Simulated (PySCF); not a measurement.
Level of theory: PySCF with PBE-D3(BJ)/def2-TZVP // B3LYP-D3(BJ)/def2-TZVP. Gas-phase values, no solvent. 

Reference species (SMILES): `C=C=C=N` (neutral, multiplicity 1).

```json
{
  "HOMO": "-5.51 eV",
  "dipole_moment": "1.82 D"
}
```

Changed species: `C(/C=N\[H])#C`.

Predict the effect on the HOMO and dipole moment.

the HOMO drops by 1.09 eV, to -6.60 eV; the dipole moment rises by 0.37 D, to 2.19 D.
